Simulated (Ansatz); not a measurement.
The same path of BClH$_{5}$Si$_{2}$ (9 atoms, charge 1, multiplicity 1) was run 3 times with different band settings. The coordinate that changes most is the dihedral H5–Si1–B2–Si3.

The calculation used RKS PBE/6-31G in Ansatz 0.2.0.

Relaxed end points:

```xyz
9
Properties=species:S:1:pos:R:3
Si -0.400 1.667 -0.900
B -0.254 -0.407 -0.659
Si 0.459 -1.154 1.077
Cl -0.799 -1.336 -2.078
H -0.916 2.361 -2.143
H 0.011 2.640 0.182
H 1.831 -0.531 1.269
H 0.497 -2.655 1.081
H -0.428 -0.586 2.172
```

```xyz
9
Properties=species:S:1:pos:R:3
Si -1.224 1.163 -0.472
B -0.295 -0.467 -1.027
Si 0.940 -0.635 0.689
Cl -0.249 -1.587 -2.355
H -0.484 2.478 -0.530
H -2.257 1.085 0.626
H 2.329 -0.559 0.109
H 0.524 -1.960 1.274
H 0.715 0.482 1.686
```

Common settings: movable images 7; climbing image yes; spring 5.0 eV/Å²; optimiser quadratic models (default); start path IDPP; force threshold 0.05 eV/Å.

| run | iteration limit | end points |
| --- | --- | --- |
| 1 | 60 | relaxed |
| 2 | 60 | as typed, not relaxed |
| 3 | 6 | relaxed |

Question: What does each run give, and how far can it be trusted?

Answer: Run 1: converged after 14 iterations, highest image 0.000 eV above the first end. The highest image is an end point: on this band no image between the ends rises above it. Between wells the path still climbs a hump at image 5, 0.02 eV above the well before it.
Run 2: not converged after 60 iterations, highest image 0.007 eV above the first end. The band didn't meet its force threshold, so its energies are provisional: the largest band force was still 1.51 eV/Å, and over the last iterations the top stayed at 0.01 eV. The end points aren't both relaxed to the band's threshold either. Inner images lie below an end point, which means an intermediate or an end that isn't the lowest structure nearby.
Run 3: not converged after 6 iterations, highest image 0.000 eV above the first end. The band didn't meet its force threshold, so its energies are provisional: the largest band force was still 0.14 eV/Å, and over the last iterations the top stayed at 0.00 eV.
Limits of this set-up: no polarisation functions, the dipole of an ion depends on the origin.
